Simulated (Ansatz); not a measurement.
`FCC(F)(F)CCC1(F)CC(F)(F)CO1`, 25 atoms. Hardware: 6 threads of Intel Xeon 6975P-C on a shared host.

Correlated methods freeze 15 core orbitals.

**Question.** How many basis functions does each of these Ansatz runs have, and roughly what does it cost? PBE-D4/def2-SVP, charge 1 doublet at the geometry of the charge 0 singlet, energy, from earlier orbitals; PBE0-D4/def2-SVP, charge -1 doublet at the geometry of the charge 0 singlet, energy; MP2/def2-SVP, charge 0 singlet, energy, from earlier orbitals; PBE-D4/def2-TZVP, charge 0 singlet, energy, from earlier orbitals; PBE-D4/def2-SVP, charge 0 singlet, energy, from earlier orbitals; HF/STO-3G, charge 0 singlet, energy; PBE0-D4/def2-SVP, charge 0 triplet at the geometry of the charge 0 singlet, energy; PBE-D4/def2-SVP, charge 0 triplet at the geometry of the charge 0 singlet, energy, from earlier orbitals; PBE0-D4/def2-SVP, charge 1 doublet at the geometry of the charge 0 singlet, energy; PBE-D4/def2-SVP, charge -1 doublet at the geometry of the charge 0 singlet, energy, from earlier orbitals; PBE0-D4/def2-TZVP, charge 0 singlet, energy and forces, from earlier orbitals; PBE0-D4/def2-SVP, charge 0 singlet, energy, from earlier orbitals.

**Answer.** Other jobs shared the machine, so times can vary by a factor of up to 3. A dash marks memory too small to be measured apart from the calling script's.

```json
{"run": "HF/STO-3G, charge 0 singlet, energy", "functions": "85", "fitting or Cholesky vectors": "1262", "wall time": "0.45 s", "peak host memory (GiB)": "–"}
{"run": "PBE-D4/def2-SVP, charge 0 singlet, energy, from earlier orbitals", "functions": "260", "fitting or Cholesky vectors": "2875", "wall time": "1.9 s", "peak host memory (GiB)": "–"}
{"run": "PBE0-D4/def2-SVP, charge 0 singlet, energy, from earlier orbitals", "functions": "260", "fitting or Cholesky vectors": "2875", "wall time": "3.5 s", "peak host memory (GiB)": "1.6"}
{"run": "PBE-D4/def2-SVP, charge 1 doublet at the geometry of the charge 0 singlet, energy, from earlier orbitals", "functions": "260", "fitting or Cholesky vectors": "2875", "wall time": "3.7 s", "peak host memory (GiB)": "–"}
{"run": "PBE-D4/def2-TZVP, charge 0 singlet, energy, from earlier orbitals", "functions": "525", "fitting or Cholesky vectors": "2967", "wall time": "3.8 s", "peak host memory (GiB)": "1.5"}
{"run": "MP2/def2-SVP, charge 0 singlet, energy, from earlier orbitals", "functions": "260", "fitting or Cholesky vectors": "2583", "wall time": "3.8 s", "peak host memory (GiB)": "1"}
{"run": "PBE-D4/def2-SVP, charge -1 doublet at the geometry of the charge 0 singlet, energy, from earlier orbitals", "functions": "260", "fitting or Cholesky vectors": "2875", "wall time": "4.4 s", "peak host memory (GiB)": "–"}
{"run": "PBE0-D4/def2-SVP, charge 1 doublet at the geometry of the charge 0 singlet, energy", "functions": "260", "fitting or Cholesky vectors": "2583", "wall time": "7.5 s", "peak host memory (GiB)": "1.6"}
{"run": "PBE0-D4/def2-SVP, charge -1 doublet at the geometry of the charge 0 singlet, energy", "functions": "260", "fitting or Cholesky vectors": "2585", "wall time": "9.5 s", "peak host memory (GiB)": "1.6"}
{"run": "PBE-D4/def2-SVP, charge 0 triplet at the geometry of the charge 0 singlet, energy, from earlier orbitals", "functions": "260", "fitting or Cholesky vectors": "2875", "wall time": "11 s", "peak host memory (GiB)": "1.3"}
{"run": "PBE0-D4/def2-SVP, charge 0 triplet at the geometry of the charge 0 singlet, energy", "functions": "260", "fitting or Cholesky vectors": "2583", "wall time": "13 s", "peak host memory (GiB)": "1.6"}
{"run": "PBE0-D4/def2-TZVP, charge 0 singlet, energy and forces, from earlier orbitals", "functions": "525", "fitting or Cholesky vectors": "2967", "wall time": "17 s", "peak host memory (GiB)": "3.2"}
```
